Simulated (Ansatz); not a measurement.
Computed with Ansatz on PBE0-D4/def2-TZVP structures; ΔE is electronic, products minus reactants. CCSD(T)/CBS is the MP2 limit (def2-TZVPP, def2-QZVPP) plus CCSD(T) − MP2 in def2-TZVPP, frozen cores. Functionals use def2-TZVPP. For Ge outer-core shells are correlated without core-valence functions, which leaves a few kJ/mol of doubt a bond. Scalar relativity is left out up to krypton. One conformer a species, not always the lowest.

Reaction (formal exchange of groups at a B–C bond): `N=CB(F)S` + `C=C[CH2][GeH3]` → `FB(S)[CH2][GeH3]` + `C=CC=N`

`N=CB(F)S`:

Z-matrix (Å, degrees):
```
C
B 1 1.573
N 1 1.271 2 123.7
H 1 1.096 2 120.0 3 179.9
S 2 1.793 1 124.2 3 -179.5
F 2 1.328 1 118.1 3 0.5
H 3 1.024 1 110.4 2 -0.1
H 5 1.343 2 95.0 1 -0.0
```

`C=C[CH2][GeH3]`:

```xyz
12

C    -1.526   -1.332   -0.418
C    -0.686   -0.772    0.444
C     0.723   -0.402    0.156
Ge    0.923    1.551   -0.027
H    -1.214   -1.592   -1.426
H    -2.551   -1.551   -0.147
H    -1.048   -0.528    1.441
H     1.075   -0.862   -0.770
H     1.389   -0.716    0.964
H     0.361    2.248    1.225
H     0.145    2.033   -1.262
H     2.410    1.924   -0.181
```

`FB(S)[CH2][GeH3]`:

Cartesian coordinates in Å:
```
F 0.459 2.138 -0.138
B 0.505 0.920 -0.681
S 0.134 0.742 -2.443
C 0.822 -0.309 0.202
Ge -0.816 -0.953 1.098
H -0.128 2.040 -2.668
H 1.526 -0.050 0.997
H 1.216 -1.155 -0.365
H -1.474 0.197 1.877
H -1.801 -1.489 0.048
H -0.442 -2.081 2.074
```

`C=CC=N`:

Cartesian coordinates in Å:
```
C -0.075 -1.316 0.064
C -0.147 -0.141 0.680
C 0.230 1.139 0.060
N 0.158 1.459 -1.164
H -0.361 -2.235 0.560
H 0.293 -1.402 -0.954
H -0.464 -0.096 1.719
H 0.611 1.900 0.747
H -0.244 0.693 -1.710
```

```csv
level,ΔE (kJ/mol)
PBE-D4,-37.1
ωB97X-V,-38.4
B2PLYP,-37.3
PBE,-36.4
PBE0,-38.7
HF/def2-TZVPP,-37.6
HF/def2-QZVPP,-37.2
MP2/def2-QZVPP,-40.6
```

Task: What does CCSD(T)/CBS give? (Estimate.)

Result: Ansatz gave: -37.8 kJ/mol. The listed levels differ from it by 0.7, -0.6, 0.5, 1.4, -0.9, 0.2, 0.6, -2.8 kJ/mol.

Largest T1 diagnostic among the species: 0.014.
